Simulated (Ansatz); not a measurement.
This geometry of C2H9AlN2O2 (16 atoms, charge 0, multiplicity 1) is a first-order saddle point.

Level of theory: Ansatz, RKS LDA/def2-SVP.

```xyz
16
Properties=species:S:1:pos:R:3
C 1.029 0.347 1.416
N 0.495 -0.164 0.186
Al 1.339 -1.367 -0.843
C -0.789 0.366 -0.193
N -1.222 -0.125 -1.439
O -0.640 1.755 -0.235
O -1.779 0.000 0.723
H 0.395 0.087 2.308
H 1.116 1.457 1.391
H 2.031 -0.092 1.615
H 0.902 -1.968 -2.257
H 2.714 -1.811 -0.144
H -0.884 0.313 -2.293
H -1.824 -0.946 -1.478
H -1.550 2.105 -0.319
H -1.357 0.021 1.606
```

**Question.** Which two structures does it join? (They come from a converged band through this point; their orientation in space is the band's.)

**Answer.** Bonds broken: Al3–N5.

Initial state:

```xyz
16
Properties=species:S:1:pos:R:3
C 0.731 0.356 1.777
N 0.448 -0.174 0.484
Al 0.978 -1.468 -0.746
C -0.537 0.452 -0.280
N -0.325 -0.183 -1.628
O -0.418 1.825 -0.384
O -1.864 0.202 0.114
H -0.015 0.077 2.565
H 0.771 1.472 1.742
H 1.721 0.002 2.136
H 0.270 -2.915 -0.660
H 2.441 -1.350 -1.405
H 0.106 0.518 -2.253
H -1.231 -0.475 -2.027
H -1.289 2.189 -0.127
H -1.811 -0.550 0.738
```

Final state:

```xyz
16
Properties=species:S:1:pos:R:3
C 1.144 0.414 1.327
N 0.552 -0.130 0.129
Al 1.466 -1.256 -0.914
C -0.815 0.277 -0.038
N -1.402 -0.172 -1.261
O -0.888 1.677 0.004
O -1.574 -0.229 1.022
H 0.549 0.119 2.222
H 1.166 1.527 1.286
H 2.184 0.043 1.455
H 0.832 -1.751 -2.299
H 2.932 -1.628 -0.406
H -0.718 -0.310 -2.019
H -1.933 -1.036 -1.103
H -1.486 1.877 -0.747
H -2.030 0.555 1.386
```

**Question.** How far does it lie above each of them?

**Answer.** 0.91 eV above the first and 0.08 eV above the second. This is the barrier of this one path; another mechanism may lie lower. The orbitals stay closed-shell, which can raise the energy where a bond breaks towards radicals; this wasn't checked here.

Run time: 5.1 min on 2 threads of Arm Neoverse V1, with other jobs on the host, peak memory 0.21 GiB.
